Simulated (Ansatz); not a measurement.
# A basis-limit estimate, worked out

An elementary step of Si2H8SO, closed shell (Si₂H₆O ([OH][SiH2][SiH3]) + H₂S → Si₂H₆S ([SiH3][SiH2][SH]) + H₂O; bonds formed: Si1–S7, O2–H6; bonds broken: Si1–O2, H6–S7). “Start” is the structure reached by relaxing down from the saddle towards the reactants; PBE0-D4/def2-TZVP structures. The saddle:

```
12
angstrom
Si -0.3088 -0.7079 0.4011
O 1.5118 -0.8649 0.8107
H -0.9288 -1.9331 -0.1637
H -0.5473 -0.9107 1.8841
Si -1.2628 1.3630 -0.0810
H 1.8487 -0.9825 -0.1599
S 0.9141 -0.5876 -1.8072
H 1.7711 -1.5363 1.4559
H -1.9815 1.2940 -1.3786
H -2.2005 1.8215 0.9838
H -0.1619 2.3601 -0.1877
H 1.3458 0.6843 -1.7576
```

Program: Ansatz 0.2.0. Basis: def2-TZVPP and def2-QZVPP. Cores are frozen in the correlated methods.

Energies in eV:

| quantity | saddle | start |
| --- | --- | --- |
| Hartree–Fock, triple zeta (X = 3) | -28706.63269 | -28708.54766 |
| Hartree–Fock, quadruple zeta (X = 4) | -28707.53137 | -28709.45685 |
| MP2 correlation, X = 3 | -19.56780 | -18.93569 |
| MP2 correlation, X = 4 | -21.11905 | -20.45406 |
| CCSD(T) correlation, X = 3 | -22.06191 | -21.51010 |

(1) Work out the barrier at the basis limit: extrapolate Hartree–Fock as E(X) = E∞ + A exp(−7.88 √X) and the MP2 correlation as E(X) = E∞ + B X^−2.97 (the exponents that Neese and Valeev fitted for def2-TZVPP and QZVPP), then add CCSD(T) − MP2 in triple zeta.

T1 diagnostic: at most 0.013.

Results:

(1) Each step is linear, so take the differences first (saddle − start): Hartree–Fock 1.91497 (X = 3) and 1.92548 (X = 4); MP2 correlation -0.63211 and -0.66499; CCSD(T) correlation -0.55181.
Two points give E∞ = E(4) + w [E(4) − E(3)], with w = 1/(exp(7.88 (2 − √3)) − 1) = 0.1377 for Hartree–Fock and w = 1/((4/3)^2.97 − 1) = 0.7407 for the correlation.
Hartree–Fock: 1.92548 + 0.1377 × 0.01051 = 1.9269 eV.
MP2 correlation: -0.66499 + 0.7407 × (-0.03288) = -0.6893 eV.
CCSD(T) − MP2: -0.55181 − (-0.63211) = 0.0803 eV.
Sum: 1.9269 + (-0.6893) + 0.0803 = 1.3179 eV, or 30.39 kcal/mol. Plain CCSD(T) in triple zeta gives 1.3632 eV, so the larger basis shifts the result by -0.0453 eV.

Labels in which every atom is bracketed show which atoms are joined, not bond orders.

For scale, one of the runs: CCSD(T)/def2-TZVPP, 269 basis functions, launched by `ansatz run in.yaml --threads 4 --pin off --events-out ev --progress --plain --max-ram 9574MiB`. The run took 2.8 min on 4 CPU threads of an Arm Neoverse V1 (shared host), with 6.3 GiB of host memory at its peak.
